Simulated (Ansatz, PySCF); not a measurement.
Reaction R1 → 2 P1, each structure at its B3LYP-D3(BJ)/def2-TZVP stationary point, reached from a drawn start (curvature not checked).
P1, OH (SMILES [OH]) (charge 0, multiplicity 2):
```xyz
2

O      0.000     0.000    -0.488
H      0.000     0.000     0.488
```
R1, H2O2 (SMILES OO) (charge 0, multiplicity 1):
```json
[
 {"atom": "O", "x (Å)": "-0.6677", "y (Å)": "0.2484", "z (Å)": "0.2866"},
 {"atom": "O", "x (Å)": "0.6625", "y (Å)": "0.2568", "z (Å)": "-0.2913"},
 {"atom": "H", "x (Å)": "-1.1460", "y (Å)": "-0.2681", "z (Å)": "-0.3779"},
 {"atom": "H", "x (Å)": "1.1512", "y (Å)": "-0.2371", "z (Å)": "0.3826"}
]
```

P less R. No zero-point or thermal terms; singlets are restricted closed shells; open shells are unrestricted; no spin–orbit coupling.

Cores are frozen in the correlated methods.

Programs: Ansatz (Gaussian basis) for Hartree–Fock, density functionals and correlated methods; PySCF for the D3/D4 terms. All values are computed, each at the level named.

**Question.** What reaction energy does BHLYP/def2-TZVPP give?

**Answer.** 37.9 kcal/mol

**Question.** Estimate the reaction energy that PBE0-D4/def2-TZVPP returns for this input.

**Answer.** 52.6 kcal/mol

**Question.** Give the reaction energy at the level SCS-MP2/cc-pVQZ.

**Answer.** 57.2 kcal/mol

Ansatz is a quantum-chemistry and plane-wave program.
